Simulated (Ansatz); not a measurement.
A search over several starts for the lowest SCF solution of ZrF4⁺ at the given spin, in a small basis.

```yaml
crystal:
  periodic: [false, false, false]
  atoms:
    - {symbol: Zr, position_ang: [-0.000007, -0.000006, 0.000025]}
    - {symbol: F, position_ang: [0.009446, -0.015571, 1.908285]}
    - {symbol: F, position_ang: [1.795993, 0.009661, -0.644961]}
    - {symbol: F, position_ang: [-0.906521, 1.561038, -0.618920]}
    - {symbol: F, position_ang: [-0.898911, -1.555123, -0.644419]}
basis:
  gaussian: {orbitals: def2-SVP}
total_charge: 1
magnetization: {spin_polarized: true, initial_magnetization: 1}
hamiltonian: {xc: pbe0, dispersion: d4}
output: {orbitals: {seedname: orbitals}}
```

```sh
$ ansatz run in.yaml --threads 4 --pin off --events-out ev --progress --plain --max-ram 3916MiB
```

Shortened log:

```
Functional definition: PBE0
834 factors; integrals over basis functions are off by at most 7.7e-4 eV
mean field evaluation 1: about -12111.7119 eV, gradient 6.0e1 eV
mean field evaluation 2: about -12050.8316 eV, gradient 1.5e2 eV
mean field evaluation 4: about -12121.2645 eV, gradient 2.4e1 eV
mean field evaluation 8: about -12123.4022 eV, gradient 8.1e-1 eV
mean field evaluation 16: about -12123.4773 eV, gradient 4.7e-2 eV
mean field evaluation 32: about -12123.4774 eV, gradient 7.0e-4 eV
mean field evaluation 64: about -12123.5021 eV, gradient 3.8e-5 eV
mean field evaluation 96: about -12123.5015 eV, gradient 3.5e-1 eV
mean field evaluation 128: about -12123.5003 eV, gradient 6.7e-2 eV
mean field evaluation 160: about -12123.5020 eV, gradient 2.6e-3 eV
mean field evaluation 192: about -12123.3675 eV, gradient 5.0e0 eV
mean field evaluation 224: about -12123.4865 eV, gradient 2.2e-1 eV
mean field -12123.50205616 eV, -445.5304829589 hartree, gradient 3.7e-6 eV, S^2 0.765298; 12 other end points of the search recorded, 0 dependent functions left out
reference -12123.50212551 eV, -445.5304855075 hartree; 24, 23 occupied and 63, 64 virtual orbitals, 834 factors
Total energy: -12123.56509316 eV, -445.5327995262 hartree
```

Hardware: 4 threads of Arm Neoverse V1 on a shared host. Wall time 40 s.

In the def2 sets Zr takes a core potential; there is no spin–orbit coupling.
